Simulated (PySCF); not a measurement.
Correlation energy of Gd⁴⁸⁺ (gadolinium, charge +48)

[Ne] 3s2 3p4, high-spin 3P determinant. Calculation: PySCF 2.14, in an even-tempered Gaussian basis (16 s from 10 bohr⁻², ratio 2.5; 10 p from 13 bohr⁻², ratio 2.5; 4 d from 56 bohr⁻², ratio 2.7; 4 f from 83 bohr⁻², ratio 2.7); the non-relativistic Hamiltonian (point nucleus). Frozen: 1s2; 14 electrons correlated; the 17 highest virtual orbitals of each spin left out.

```tsv
level	correlation energy (mhartree)
CCSD	-572.18
(T)	-1.03
CCSD(T)	-573.21
```

Diagnostics: T1 = 0.00057, D1 = 0.0027, largest double amplitude 0.020.

Question: Is a single reference adequate?

Answer: Yes, within this model without spin-orbit coupling: T1 lies below 0.03 and no double amplitude reaches 0.07.

At this charge a non-relativistic calculation is a model, useful for the Z dependence of the correlation energy.

Spin-orbit coupling is strong in this species, so the high-spin LS determinant is a model state.
